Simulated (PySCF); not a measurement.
## Ionisation energy of Bi²⁺ by level of theory

Bi²⁺ [Xe] 4f14 5d10 6s2 6p1 (2P) → Bi³⁺ [Xe] 4f14 5d10 6s2 (1S), as a difference of total energies. Calculation: PySCF 2.14, in def2-TZVP with the def2 core potential (60 electrons); a scalar-relativistic core potential. Correlated levels: valence: 5s2 5p6 5d10 frozen. The calculations carry no spin-orbit coupling.

Question: Order these methods by the ionisation energy they give, lowest first.
A. UHF
B. CCSD(T) (valence)
C. MP2 (valence)
D. PBE

Answer: A (23.039 eV), C (23.231 eV), B (23.295 eV), D (23.638 eV).

The reference lies between the lowest fine-structure levels, while these numbers refer to the centres of the terms.

Errors of the correlated levels include the incompleteness of this basis and the frozen core.

For comparison: 25.571 eV (measured; NIST Atomic Spectra Database, ionization energies).
